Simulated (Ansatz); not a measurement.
Calculated with Ansatz (gas phase, PBE0-D4/def2-TZVP geometries, no zero-point term in ΔE). CBS: MP2 limit from def2 TZ/QZ plus the TZ coupled-cluster correction, frozen cores. This one scheme is used for every species. One conformer a species, not always the lowest.

Reaction (cleavage of the B–Si bond): `C=C[SiH2]B(O)Cl` + HCl → `OB(Cl)Cl` + `C=C[SiH3]`

```csv
species,CCSD(T)/CBS(def2) energy (Eh)
`C=C[SiH2]B(O)Cl`,-928.60840
HCl,-460.38127
`OB(Cl)Cl`,-1020.26564
`C=C[SiH3]`,-368.76077
```

(1) Work out ΔE.

Largest T1 diagnostic among the species: 0.013.

Answers

(1) ΔE = (-1020.26564) + (-368.76077) − (-928.60840) − (-460.38127) = -0.03674 Eh = -1.00 eV.

From PBE to PBE0 (25 % exact exchange), in def2-TZVPP and without D4, ΔE moves by −0.04 eV. In def2-TZVPP, CCSD(T) changes the Hartree–Fock value by +0.20 eV (the triples alone add +0.02 eV) and MP2 by +0.12 eV. The D4 term adds +0.07 eV with B3LYP and +0.05 eV with PBE0; it sums over pairs of atoms, weighted by their polarisabilities, and B3LYP, whose exchange is more repulsive, gets the larger term.

B3LYP here is the variant with VWN-RPA as its local correlation; programs differ in this.
